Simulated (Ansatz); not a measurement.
Relaxation of F3HOTi (6 atoms, charge 0, multiplicity 1), to a largest force component of 0.02 eV/Å in at most 40 steps.

Level of theory: RKS PBE/def2-SVP in Ansatz.

```xyz
6
Properties=species:S:1:pos:R:3
Ti 0.000 0.000 0.000
F 0.000 0.000 1.830
O 1.811 0.000 -0.639
H 2.127 -0.952 -0.756
F -0.862 1.493 -0.609
F -0.862 -1.493 -0.609
```

Q: Where does it end, and by what steps?

A: It converged. After 8 steps the energy has fallen by 0.535 eV; H4 moved furthest, 0.28 Å.

```
step  energy less start (eV)  largest force component (eV/Å)  accepted
   0                  0.0000                           2.212       yes
   1                 -0.4383                           0.884       yes
   2                 -0.4993                           0.309       yes
   3                 -0.5134                           0.433       yes
   4                 -0.5222                           0.429       yes
   5                 -0.4504                           1.981        no
   6                 -0.5330                           0.190       yes
   7                 -0.5347                           0.039       yes
   8                 -0.5349                           0.008       yes
```

```xyz
6
Properties=species:S:1:pos:R:3
Ti -0.030 -0.026 -0.025
F 0.033 -0.048 1.727
O 1.612 -0.136 -0.686
H 2.338 -0.783 -0.670
F -0.773 1.458 -0.590
F -0.967 -1.416 -0.540
```

Run time: 35 s on 1 thread of Arm Neoverse V1, on a shared host, peak memory 0.13 GiB.
